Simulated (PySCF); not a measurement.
Compound: C4H5BO.
SMILES with atom numbers: `[BH2:1][c:2]1[cH:3][cH:4][cH:5][o:6]1` (hydrogens: H7, H8 on B1; H9 on C3; H10 on C4; H11 on C5)

Method used: PySCF, PBE0-D3(BJ)/def2-SVP geometry optimisation, gas phase.

Problem. Give the optimised bond lengths and angles.

Solution. 
```json
{"bond": "B1–C2", "length (Å)": "1.514"}
{"bond": "C2–C3", "length (Å)": "1.387"}
{"bond": "C3–C4", "length (Å)": "1.413"}
{"bond": "C4–C5", "length (Å)": "1.374"}
{"bond": "C5–O6", "length (Å)": "1.325"}
{"bond": "C2–O6", "length (Å)": "1.377"}
{"bond": "B1–H7, B1–H8", "length (Å)": "1.207"}
{"bond": "C3–H9", "length (Å)": "1.089"}
{"bond": "C4–H10", "length (Å)": "1.088"}
{"bond": "C5–H11", "length (Å)": "1.089"}
```

Bonds in one row agree within 0.01 Å and their mean is given. A selection of angles:
```json
{"angle": "C2–B1–H7", "degrees": "118.2"}
{"angle": "C2–B1–H8", "degrees": "120.9"}
{"angle": "H7–B1–H8", "degrees": "120.9"}
{"angle": "B1–C2–C3", "degrees": "132.0"}
{"angle": "B1–C2–O6", "degrees": "120.6"}
{"angle": "C3–C2–O6", "degrees": "107.4"}
{"angle": "C2–C3–C4", "degrees": "107.8"}
{"angle": "C2–C3–H9", "degrees": "124.8"}
{"angle": "C4–C3–H9", "degrees": "127.5"}
{"angle": "C3–C4–C5", "degrees": "105.0"}
{"angle": "C3–C4–H10", "degrees": "128.4"}
{"angle": "C5–C4–H10", "degrees": "126.6"}
{"angle": "C4–C5–O6", "degrees": "111.4"}
{"angle": "C4–C5–H11", "degrees": "132.1"}
{"angle": "O6–C5–H11", "degrees": "116.5"}
{"angle": "C2–O6–C5", "degrees": "108.4"}
```

The 5-membered ring C2–C3–C4–C5–O6 has internal angles of 105.0° to 111.4°; it is planar, 0.00 Å rms from its mean plane, widest ring torsion 0°. The C–C distances run from 1.374 Å (C4–C5, aromatic) to 1.413 Å (C3–C4, aromatic), a spread of 0.039 Å. The 6 heavy atoms lie in one plane (0.002 Å rms). The C–O distances run from 1.325 Å (C5–O6, aromatic) to 1.377 Å (C2–O6, aromatic), a spread of 0.052 Å. B1 (three-coordinate boron) is planar (angles 120.9°, 120.9° and 118.2°, sum 360.0°, 0.00 Å off the plane of its three neighbours).

Point group: Cs (every atom within 0.08 Å of its image). Stationary, but not proved a minimum.

Hardware: one thread of an Arm Neoverse V1, shared host with 32 logical CPUs at a one-minute load of 17. Cost: 41 s wall, 0.44 GiB resident at most. This is the geometry optimisation.
